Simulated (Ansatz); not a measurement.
`CN[SiH2][GaH2]` + HCl → `CN[SiH2]Cl` + `[GaH3]` at 298.15 K and 1 bar (cleavage of the Si–Ga bond).

Isolated molecules relaxed with PBE0-D4/def2-TZVP in Ansatz; ΔE leaves out vibrations. CCSD(T)/CBS is the MP2 limit (def2-TZVPP, def2-QZVPP) plus CCSD(T) − MP2 in def2-TZVPP, frozen cores. This one scheme is used for every species. For Ga outer-core shells are correlated without core-valence functions, which leaves a few kJ/mol of doubt a bond. Scalar relativity is left out up to krypton. One conformer a species, not always the lowest.

| species | CCSD(T)/CBS energy (Eh) | H − E (kJ/mol) | S (J/(mol·K)) |
| --- | --- | --- | --- |
| `CN[SiH2][GaH2]` | -2310.57822 | 245.7 | 373.9 |
| HCl | -460.38127 | 26.6 | 186.8 |
| `CN[SiH2]Cl` | -845.29269 | 212.4 | 330.2 |
| `[GaH3]` | -1925.70545 | 59.6 | 218.4 |

H − E and S are ideal-gas, rigid-rotor, harmonic terms from PBE0-D4/def2-TZVP, for one conformer and one mirror image of each species. 1 Eh = 2625.50 kJ/mol, R = 8.31446 J/(mol·K).

Q: By hand: ΔE, ΔH, ΔS and ΔG.

A: ΔE = (-845.29269) + (-1925.70545) − (-2310.57822) − (-460.38127) = -0.03865 Eh = -101.5 kJ/mol. Δ(H − E) = 212.4 + 59.6 − 245.7 − 26.6 = -0.3, so ΔH = -101.8 kJ/mol. ΔS = 330.2 + 218.4 − 373.9 − 186.8 = -12.1 J/(mol·K). ΔG = -101.8 − 298.15 × (-12.1)/1000 = -98.2 kJ/mol.

Q: By hand: the equilibrium constant, and the temperature at which ΔG would vanish if ΔH and ΔS stayed fixed.

A: log₁₀ K = −ΔG/(RT ln 10) = 17.2. ΔG = 0 at ΔH/ΔS = 8413 K, far beyond where these terms or the molecules hold.

The number of gas molecules stays the same, so ΔS is small and ΔH decides. A doubt of 5 kJ/mol in ΔE shifts log₁₀ K by 0.9 here. Other conformers and mirror images would add mixing entropy, several J/(mol·K) or more a flexible species. These are equilibria of isolated gas molecules and say nothing of rates. Largest T1 diagnostic: 0.013 (customary marks: 0.02 for closed shells, 0.045 for open ones).
